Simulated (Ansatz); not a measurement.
`[SiH3][SiH2][SiH2][SiH3]` + `B[SeH]` → `B[Se][SiH2][SiH3]` + `[SiH3][SiH3]` at 400 K and 1 bar (cleavage of the Si–Si bond).

Computed with Ansatz on PBE0-D4/def2-TZVP structures; ΔE is electronic, products minus reactants. CCSD(T)/CBS is the MP2 limit (def2-TZVPP, def2-QZVPP) plus CCSD(T) − MP2 in def2-TZVPP, frozen cores. For Se outer-core shells are correlated without core-valence functions, which leaves a few kJ/mol of doubt a bond. Scalar relativity is left out up to krypton. Each species was taken in one conformer, which may not be the lowest.

| species | CCSD(T)/CBS energy (Eh) | H − E (kJ/mol) | S (J/(mol·K)) |
| --- | --- | --- | --- |
| `[SiH3][SiH2][SiH2][SiH3]` | -1162.31008 | 265.5 | 461.1 |
| `B[SeH]` | -2427.30556 | 92.7 | 274.3 |
| `B[Se][SiH2][SiH3]` | -3007.88916 | 206.0 | 419.3 |
| `[SiH3][SiH3]` | -581.74359 | 152.8 | 300.2 |

H − E and S are ideal-gas, rigid-rotor, harmonic terms from PBE0-D4/def2-TZVP, for one conformer and one mirror image of each species. 1 Eh = 2625.50 kJ/mol, R = 8.31446 J/(mol·K).

**Question.** By hand: ΔE, ΔH, ΔS and ΔG.

**Answer.** ΔE = (-3007.88916) + (-581.74359) − (-1162.31008) − (-2427.30556) = -0.01711 Eh = -44.9 kJ/mol. Δ(H − E) = 206.0 + 152.8 − 265.5 − 92.7 = 0.6, so ΔH = -44.3 kJ/mol. ΔS = 419.3 + 300.2 − 461.1 − 274.3 = -15.9 J/(mol·K). ΔG = -44.3 − 400 × (-15.9)/1000 = -37.9 kJ/mol.

**Question.** By hand: the equilibrium constant, and the temperature at which ΔG would vanish if ΔH and ΔS stayed fixed.

**Answer.** log₁₀ K = −ΔG/(RT ln 10) = 4.9. ΔG = 0 at ΔH/ΔS = 2786 K, far beyond where these terms or the molecules hold.

ΔH outweighs TΔS. A doubt of 5 kJ/mol in ΔE shifts log₁₀ K by 0.7 here. Other conformers and mirror images would add mixing entropy, several J/(mol·K) or more a flexible species. Modes under 60 cm⁻¹, often nearly free rotors, make the harmonic entropy too high. These are equilibria of isolated gas molecules and say nothing of rates. Largest T1 diagnostic: 0.014 (customary marks: 0.02 for closed shells, 0.045 for open ones).
